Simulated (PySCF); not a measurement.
How methods differ on the excitation energy of Er

Er [Xe] 4f12 6s2 (high-spin determinant) → Er [Xe] 4f11 5d1 6s2 (high-spin determinant), as a difference of total energies. All numbers are calculated (PySCF 2.14, scalar relativity by spin-free X2C-1e, in cc-pVDZ-X2C (8s7p5d3f1g, 84 functions)). Correlated levels: valence: [Kr] 4d10 frozen. The calculations carry no spin-orbit coupling.

| method | excitation energy (cm⁻¹) |
| --- | --- |
| UHF | -16759 |
| MP2 (valence) | 14203 |
| SCS-MP2 (valence) | 10786 |
| CCSD (valence) | 2686.9 |
| CCSD(T) (valence) | 3907.5 |

A first-order spin-orbit estimate (lowest level to lowest level, LS coupling) adds -0.070 eV.

The determinant of the lower state and of the upper state mixes LS terms, which raises its energy above the lowest term, most at the Hartree-Fock and MP2 levels.
